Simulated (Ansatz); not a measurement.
Reaction (redistribution): `[NH]=[Mo](=[NH])([OH])[F]` + `O[SiH](F)[SiH3]` → `[NH]=[Mo](=[NH])([F])[F]` + `O[SiH](O)[SiH3]`

Calculated with Ansatz (gas phase, PBE0-D4/def2-TZVP geometries, no zero-point term in ΔE). CCSD(T)/CBS is the MP2 limit (def2-TZVPP, def2-QZVPP) plus CCSD(T) − MP2 in def2-TZVPP, frozen cores. This one scheme is used for every species. Functionals use def2-TZVPP. HSE06 is defined as in plane-wave codes. Elements past krypton have def2 core potentials. For Mo outer-core shells are correlated without core-valence functions, which leaves a few kJ/mol of doubt a bond. One conformer a species, not always the lowest.

```csv
level,ΔE (kJ/mol)
revPBE-D4,9.1
HSE06-D4,12.0
BHLYP-D4,15.5
CAM-B3LYP-D4,13.2
r2SCANh,11.8
LC-ωPBE,8.7
HF/CBS(def2),16.7
MP2/CBS(def2),18.5
```

Problem. What does CCSD(T)/CBS give? (Estimate.)

Solution. Ansatz gave: +17.4 kJ/mol. The listed levels differ from it by -8.3, -5.4, -1.9, -4.2, -5.6, -8.7, -0.7, 1.1 kJ/mol.

Problem. What do rigid-rotor, harmonic-oscillator terms from PBE0-D4/def2-TZVP frequencies (298.15 K, 1 bar) make of the CCSD(T)/CBS value? (Estimate.)

Solution. Ansatz gave: ΔZPE = +0.9 kJ/mol, ΔH = +18.1 kJ/mol, ΔS = -6 J/(mol·K), ΔG = +20.0 kJ/mol.

Largest T1 diagnostic among the species: 0.022, so the coupled-cluster value is less sure than usual.

From BLYP to BHLYP (50 % exact exchange), in def2-TZVPP and without D4, ΔE moves by +3.4 kJ/mol. At CCSD(T), def2-SVP lies −3.4 kJ/mol from the extrapolated value and def2-TZVPP −0.7 kJ/mol.
